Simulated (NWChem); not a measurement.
System: GaBrCl2; SMILES [Cl][Ga]([Cl])[Br]

```xyz
4

Ga     0.0000     0.0000    -0.4237
Cl     0.0000     1.8309    -1.5019
Cl     0.0000    -1.8309    -1.5019
Br     0.0000     0.0000     1.8343
```
Atoms are numbered in this order, from 1.

Program: NWChem. All runs use the structure optimised with PBE0/def2-SVP. Ions are spin-unrestricted doublets at the neutral geometry; other ion states weren't tried.

### Question
Estimate the computed values for PBE0/def2-SVP. Quantities: vertical ionisation energy, ΔSCF (eV); −ε(HOMO) (eV).

### Answer
The vertical ionisation energy, ΔSCF (eV) is 11.09. The −ε(HOMO) (eV) is 8.91.
